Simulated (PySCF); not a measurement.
# Working out the ionisation energy of Pd

Pd [Kr] 4d10 (1S) → Pd⁺ [Kr] 4d9 (2D). Computed with PySCF 2.14 in x2c-QZVPPall with one added diffuse shell each of s, p, d, f, g type (14s9p8d5f3g, 143 functions), with the spin-free X2C one-electron Hamiltonian (Gaussian nucleus). Frozen: [Ar] 3d10. Energies in hartree (1 hartree = 27.21139 eV):

| part | Pd (lower) | Pd⁺ (upper) |
| --- | --- | --- |
| UHF | -5042.801737 | -5042.572070 |
| MP2 opposite-spin | -0.482917 | -0.420738 |
| MP2 same-spin | -0.232242 | -0.194451 |

**Question.** What does Hartree-Fock give?

**Answer.** (-5042.572070) − (-5042.801737) = 0.229667 hartree = 6.250 eV.

**Question.** What do MP2 and SCS-MP2 (6/5 opposite-spin, 1/3 same-spin) give?

**Answer.** The opposite-spin parts differ by 1.692 eV and the same-spin parts by 1.028 eV. MP2: 6.250 + (1.692) + (1.028) = 8.970 eV. SCS-MP2: 6.250 + 1.2 × (1.692) + (1.028)/3 = 8.623 eV.

Measured between the centres of the two terms (NIST): 8.512 eV, so MP2 (valence and next inner shell) is off by 0.458 eV.

What remains against the reference includes basis incompleteness, the frozen core and correlation beyond second order.
